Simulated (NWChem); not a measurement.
tetraarsenic (As₄); SMILES [As]12[As]3[As]2[As]13

Q: Give the equilibrium geometry at PBE-D3(BJ)/def2-SVP (NWChem) as an XYZ file, with the point group.

A: point group Td; any orientation.
```
4

As    -0.6508    -1.0382     0.8789
As     0.6586     1.0472     0.8623
As    -1.0466     0.6502    -0.8693
As     1.0388    -0.6592    -0.8719
```
